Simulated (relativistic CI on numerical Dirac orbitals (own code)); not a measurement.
Computed by Dirac-Coulomb-Breit CI, orbitals from a KLI potential per configuration, a model potential for QED, unscaled Slater integrals (own radial code, finite nucleus).

Configuration list (outside the closed core 1s2): 2s2.2p5, 2s.2p6, 2p6.3s, 2p6.3p, 2p6.3d, 2s2.2p4.3s, 2s2.2p4.3p, 2s2.2p4.3d, 2s.2p5.3s, 2s.2p5.3p, 2s.2p5.3d, 2s2.2p4.4s, 2s2.2p4.4p, 2s2.2p4.4d, 2s2.2p4.4f, 2s.2p5.4s, 2s.2p5.4p, 2s2.2p3.3s2, 2s.2p5.4d, 2s.2p5.4f, 2s2.2p3.3s.3p, 2s2.2p4.5s, 2s2.2p4.5p, 2s2.2p4.5d, 2s2.2p4.5f, 2s2.2p3.3s.3d, 2s2.2p4.5g, 2s2.2p3.3p2, 2s2.2p3.3p.3d, 2s.2p4.3s2, 2s2.2p3.3d2, 2s.2p4.3s.3p, 2s.2p4.3s.3d, 2s.2p4.3p2, 2s.2p5.5s, 2s.2p5.5p. Levels of other configurations are missing.

At this charge energies of transitions that change n are usually good to better than 1 %, and those within a shell (Δn = 0) to a few per cent.

Outline of the computed level scheme of Pr LI. Lowest level of each configuration: 2s2.2p5 2P°_3/2 at 0.00 eV; 2s.2p6 2S_1/2 at 842.91 eV; 2s2.2p4.3s 4P_5/2 at 5237.73 eV; 2s2.2p4.3p 4P°_3/2 at 5335.20 eV; 2s2.2p4.3d 4D_3/2 at 5583.34 eV; 2s.2p5.3s 4P°_5/2 at 6037.22 eV.

Some strong electric-dipole decays among the lowest 45 levels: 2s2.2p4.3d 2P_3/2 → 2s2.2p5 2P°_3/2 (6.9e+14 s⁻¹); 2s2.2p4.3d 2D_5/2 → 2s2.2p5 2P°_3/2 (5.7e+14 s⁻¹); 2s2.2p4.3d 2D_5/2 → 2s2.2p5 2P°_3/2 (4.4e+14 s⁻¹); 2s2.2p4.3d 2P_1/2 → 2s2.2p5 2P°_3/2 (3.2e+14 s⁻¹); 2s2.2p4.3d 4F_5/2 → 2s2.2p5 2P°_3/2 (2.2e+14 s⁻¹); 2s2.2p4.3d 4P_1/2 → 2s2.2p5 2P°_3/2 (8.8e+13 s⁻¹); 2s2.2p4.3s 2P_3/2 → 2s2.2p5 2P°_3/2 (8.0e+13 s⁻¹); 2s2.2p4.3s 2D_3/2 → 2s2.2p5 2P°_1/2 (5.5e+13 s⁻¹).

LS names give the leading component of a level, which can be under half, so a name can repeat, a term be missing and a line seem to break the LS rules.
